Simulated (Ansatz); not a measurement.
[TcH9]2- (TcH₉²⁻), relaxed as a singlet with RKS PBE-D4/def2-TZVPD in Ansatz, starting from the GFN2-xTB (ALPB water) geometry. Force threshold 0.02 eV/Å.

In the def2 sets Tc takes a core potential; there is no spin–orbit coupling. A multiply charged anion in the gas phase is held together partly by the finite basis. The highest occupied level of the charge -2 singlet lies above zero (up to 3.54 eV). The electron is either unbound and held by the finite basis, or the level is raised by self-interaction error. The relaxation made no stability test and no search for a lower SCF solution.

Start:

```
atom   x (Å)   y (Å)   z (Å)
 Tc1   0.008  -0.031   0.003
  H2  -1.088  -1.081   0.841
  H3  -0.394   1.617  -0.153
  H4   1.494  -0.607  -0.679
  H5  -0.329  -1.513  -1.034
  H6   0.933  -0.986   1.274
  H7  -1.854   0.178  -0.694
  H8  -0.503   0.742   1.774
  H9   0.196   0.562  -1.892
 H10   1.537   1.120   0.561
```

| step | energy (eV) | largest force component (eV/Å) | SCF passes |
| --- | --- | --- | --- |
| 1 | -2341.6257 | 1.200 | 20 |
| 2 | -2342.9542 | 0.589 | 24 |
| 3 | -2343.0220 | 0.533 | 25 |
| 4 | -2343.1097 | 0.131 | 19 |
| 5 | -2343.1128 | 0.006 | 19 |

Force components are those of the run's own axes.

End:

Cartesian coordinates in Å:
```
Tc 0.000 0.000 0.000
H -1.040 -1.025 0.803
H -0.391 1.615 -0.154
H 1.425 -0.569 -0.650
H -0.282 -1.407 -0.921
H 0.848 -0.936 1.145
H -1.592 0.179 -0.581
H -0.450 0.655 1.507
H 0.171 0.506 -1.618
H 1.311 0.982 0.468
```

By distances, no bond broke or formed. The bond that changes most is Tc1–H7, from 2.00 to 1.70 Å (atoms count from 1).

No frequencies were taken in this run, so the end may be a saddle point.

It took 3.5 s on 4 threads of Arm Neoverse V1 on a shared host.
